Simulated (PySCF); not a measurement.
Numbering as in the mapped SMILES `[O:1]=[CH:2][C@@H:3]1[SiH2:4][CH2:5][C@@H:6]1[O:7][CH:8]1[CH2:9][CH2:10]1`; H(Xn) means a hydrogen on atom n. Ha(Si4), Ha(C5) are cis to C2 on the ring; Ha(C9), Ha(C10) are cis to O7 on the ring; Hb(Si4), Hb(C5) are trans to C2 on the ring; Hb(C9), Hb(C10) are trans to O7 on the ring.

- geometry from GFN2-xTB
- NMR shieldings at PBE0/pcSseg-1/GIAO
- code: PySCF 2.14.0 with density-fitted response routines
- gas phase, one computed conformer, no relativistic terms

Chemical shifts δ = σref − σ; 13C (σ = 186.93 ppm) against TMS, all at this level.

Do the 13C shifts follow the atomic charges (in e)? Tabulate both.

Results:


```json
{"atoms": "C2", "hybridisation": "sp2", "δ (ppm)": "204.5", "σ para (ppm)": "-266", "Hirshfeld": "+0.11", "IAO": "+0.26", "Mulliken": "+0.32", "ESP-fitted": "+0.49"}
{"atoms": "C6", "hybridisation": "sp3", "δ (ppm)": "74.7", "σ para (ppm)": "-133", "Hirshfeld": "+0.05", "IAO": "+0.10", "Mulliken": "+0.11", "ESP-fitted": "+0.45"}
{"atoms": "C3", "hybridisation": "sp3", "δ (ppm)": "53.7", "σ para (ppm)": "-125", "Hirshfeld": "-0.12", "IAO": "-0.43", "Mulliken": "-0.56", "ESP-fitted": "-0.32"}
{"atoms": "C8", "hybridisation": "sp3", "δ (ppm)": "53.5", "σ para (ppm)": "-106", "Hirshfeld": "+0.03", "IAO": "+0.06", "Mulliken": "+0.03", "ESP-fitted": "+0.04"}
{"atoms": "C5", "hybridisation": "sp3", "δ (ppm)": "21.0", "σ para (ppm)": "-89", "Hirshfeld": "-0.17", "IAO": "-0.57", "Mulliken": "-0.47", "ESP-fitted": "-0.54"}
{"atoms": "C9", "hybridisation": "sp3", "δ (ppm)": "8.6", "σ para (ppm)": "-79", "Hirshfeld": "-0.09", "IAO": "-0.29", "Mulliken": "-0.20", "ESP-fitted": "-0.34"}
{"atoms": "C10", "hybridisation": "sp3", "δ (ppm)": "6.8", "σ para (ppm)": "-75", "Hirshfeld": "-0.10", "IAO": "-0.32", "Mulliken": "-0.23", "ESP-fitted": "-0.28"}
```

Correlation coefficients of δ with charge over these carbons: Hirshfeld +0.79, IAO +0.76, Mulliken +0.71, ESP-fitted +0.79; with the paramagnetic shielding -1.00. Among the 6 sp3 carbons alone: Hirshfeld +0.67, IAO +0.63, Mulliken +0.40, ESP-fitted +0.77. With so few points, grouped by hybridisation, these coefficients are fragile. Charge is one influence among several: hybridisation and low-lying excitations act through the paramagnetic term.

Shifts are as computed. Against solution values, carbons near 30 ppm lie about +3 ppm off and those near 130 ppm about +5 ppm. Of 1211 compounds with measured shifts, 218 miss one by over three times the rms of a fit or turn the order of signals round; such compounds aren't used in these exercises.
